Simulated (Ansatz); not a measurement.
CH6ClFSi2 can be A, `FC([SiH3])[SiH2]Cl`, or B, `F[SiH](Cl)C[SiH3]`.

Calculated with Ansatz (gas phase, PBE0-D4/def2-TZVP geometries, no zero-point term in ΔE). CCSD(T)/CBS is the MP2 limit (def2-TZVPP, def2-QZVPP) plus CCSD(T) − MP2 in def2-TZVPP, frozen cores. Functionals use def2-TZVPP. B3LYP here is the variant with VWN-RPA as its local correlation; programs differ in this. One conformer a species, not always the lowest.

A:

```xyz
11

F     1.883   -0.247   -0.331
C     0.493   -0.439   -0.314
Si   -0.331    0.939   -1.330
Si   -0.104   -0.535    1.470
Cl    0.677   -2.190    2.399
H     0.282   -1.398   -0.805
H    -0.166    2.246   -0.644
H    -1.777    0.619   -1.450
H     0.294    0.993   -2.674
H    -1.582   -0.654    1.461
H     0.331    0.665    2.218
```

B:

```xyz
11

F     0.594   -0.986   -2.006
Si    1.302   -0.451   -0.683
Cl    3.007    0.522   -1.258
C     0.161    0.690    0.204
Si   -1.521   -0.037    0.633
H     1.701   -1.624    0.120
H     0.018    1.591   -0.401
H     0.657    1.000    1.131
H    -2.305   -0.279   -0.603
H    -1.345   -1.326    1.353
H    -2.268    0.901    1.511
```

Problem. Which is lower in electronic energy at CCSD(T)/CBS, and by how much? (An estimate is asked.)

Solution. The calculation gave: B, by 68.5 kcal/mol.

Problem. Give E(B) − E(A) in kcal/mol with B3LYP, ωB97M-V, MP2/def2-TZVPP, PBE0-D4, B2PLYP, PBE-D4, CCSD/def2-TZVPP. (An estimate is asked.)

Solution. The calculation gave: B3LYP -65.0, ωB97M-V -66.8, MP2/def2-TZVPP -71.1, PBE0-D4 -65.5, B2PLYP -67.4, PBE-D4 -62.9, CCSD/def2-TZVPP -68.2. None reverses the order clearly.

Largest T1 diagnostic: 0.011.

From PBE to PBE0 (25 % exact exchange), in def2-TZVPP and without D4, E(B) − E(A) moves by −2.6 kcal/mol.
